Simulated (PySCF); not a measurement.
# Level sweep

Selenoformaldehyde, CH₂Se.
Z-matrix (Å and degrees, PBE0-D3(BJ)/def2-SVP geometry), rows numbered from 1:
```
C 
Se  1  1.7418
H   1  1.0985  2  122.07
H   1  1.0984  2  122.03  3  -179.95
```

PySCF, dipoles from the SCF density, polarisabilities from static response with core orbitals frozen. Geometry: PBE0-D3(BJ)/def2-SVP; no solvent, vibrations or thermal averaging. The LDA/def2-SVPD calculation is non-relativistic and has no spin–orbit coupling, an omission that weighs most on selenium.

Reference dipole: 1.410 D (measured, gas; NIST CCCBDB Release 22 (SRD 101), experimental dipoles). The anisotropy is √(½[(α1 − α2)² + (α2 − α3)² + (α3 − α1)²]).

```
              level  μ (D)  error (%)  α (Å³)  anisotropy (Å³)
      LDA/def2-SVPD  1.460       +3.5    6.21             2.89
      PBE/def2-SVPD  1.430       +1.4    6.22             2.87
    B3LYP/def2-SVPD  1.509       +7.0    6.17             2.94
     PBE0/def2-SVPD  1.542       +9.4    6.10             2.91
BHandHLYP/def2-SVPD  1.653      +17.2    6.09             3.04
CAM-B3LYP/def2-SVPD  1.550      +10.0    6.11             2.98
  wB97X-D/def2-SVPD  1.564      +10.9    6.14             2.94
  LC-wPBE/def2-SVPD  1.554      +10.2    5.97             2.97
       HF/def2-SVPD  1.988      +41.0    6.19             3.28
        PBE0/6-31G*  1.733      +22.9    4.37             3.84
      PBE0/def2-SVP  1.443       +2.3    4.39             3.91
   PBE0/aug-cc-pVDZ  1.587      +12.6    6.02             3.15
     PBE0/def2-TZVP  1.549       +9.9    5.39             3.63
    PBE0/def2-TZVPD  1.557      +10.4    6.21             2.97
   PBE0/aug-cc-pVTZ  1.554      +10.2    6.20             3.01
```

For the dipole, the smallest error is 1.4% (PBE/def2-SVPD) and the largest 41.0% (HF/def2-SVPD). The dipole runs from 1.43 D (PBE/def2-SVPD) to 1.99 D (HF/def2-SVPD). No reference polarisability is at hand; against PBE0 in the largest diffuse basis at hand (aug-cc-pVTZ) the other PBE0 rows deviate by 6-31G* -29%, def2-SVP -29%, def2-SVPD -2%, aug-cc-pVDZ -3%, def2-TZVP -13%, def2-TZVPD 0%. In one basis (def2-SVPD) the functionals order the polarisability from LC-wPBE (lowest) to PBE (highest), a spread of 4%. With PBE0 the polarisability is 4.72 Å³ without diffuse functions (mean of 6-31G*, def2-SVP and def2-TZVP) and 6.13 Å³ with them (mean of def2-SVPD, aug-cc-pVDZ, def2-TZVPD and aug-cc-pVTZ). Measured values can belong to vibrating molecules; the computed ones are for one fixed geometry.
